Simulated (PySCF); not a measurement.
A run for PySCF: D3(BJ) and D4 dispersion corrections on CH7BrSi (a complex).

```python
from pyscf import gto
from pyscf.dispersion import dftd3, dftd4

mol = gto.M(
    atom='''
    Si   -0.04432004   -0.30236445    0.09889973
    H     0.63094637   -1.58136618    0.40109722
    H    -1.41016514   -0.30164949    0.66879936
    H    -0.13677425   -0.12743474   -1.37007421
    H     0.72520626    0.82593718    0.66896563
    C    -0.87322706    1.25997120    3.61939676
    Br    0.03570280   -0.45195595    3.89079994
    H    -0.19723431    1.90459817    3.06910612
    H    -1.10171808    1.66868544    4.59726121
    H    -1.77573576    1.06369385    3.05167291
    ''',
    basis='def2-svp',
    charge=0, spin=0, verbose=0, max_memory=1800)
d3, d4 = {}, {}
for xc in ['hf', 'pbe', 'blyp', 'revpbe', 'tpss', 'r2scan', 'b3lyp', 'pbe0', 'bhlyp', 'camb3lyp', 'b2plyp']:
    d3[xc] = float(dftd3.DFTD3Dispersion(mol, xc=xc, version='d3bj', atm=False).get_dispersion()['energy'])
    print(f'D3(BJ) {xc:10s} {d3[xc]:14.8f} Eh')
for xc in ['hf', 'pbe', 'blyp', 'revpbe', 'tpss', 'r2scan', 'b3lyp', 'pbe0', 'bhlyp', 'camb3lyp', 'b2plyp']:
    d4[xc] = float(dftd4.DFTD4Dispersion(mol, xc={'camb3lyp': 'cam-b3lyp'}.get(xc, xc), atm=True).get_dispersion()['energy'])
    print(f'D4     {xc:10s} {d4[xc]:14.8f} Eh')
```

It printed:

```
D3(BJ) hf            -0.04681910 Eh
D3(BJ) pbe           -0.00653437 Eh
D3(BJ) blyp          -0.01407778 Eh
D3(BJ) revpbe        -0.01592846 Eh
D3(BJ) tpss          -0.00844827 Eh
D3(BJ) r2scan        -0.00195476 Eh
D3(BJ) b3lyp         -0.01156217 Eh
D3(BJ) pbe0          -0.00587804 Eh
D3(BJ) bhlyp         -0.00915031 Eh
D3(BJ) camb3lyp      -0.00563689 Eh
D3(BJ) b2plyp        -0.00555594 Eh
D4     hf            -0.01911748 Eh
D4     pbe           -0.00582117 Eh
D4     blyp          -0.01251048 Eh
D4     revpbe        -0.01681559 Eh
D4     tpss          -0.00786249 Eh
D4     r2scan        -0.00151124 Eh
D4     b3lyp         -0.00934231 Eh
D4     pbe0          -0.00502290 Eh
D4     bhlyp         -0.00728481 Eh
D4     camb3lyp      -0.00516691 Eh
D4     b2plyp        -0.00413371 Eh
```

The run finished.

Cost: roughly 0.03 core-seconds.
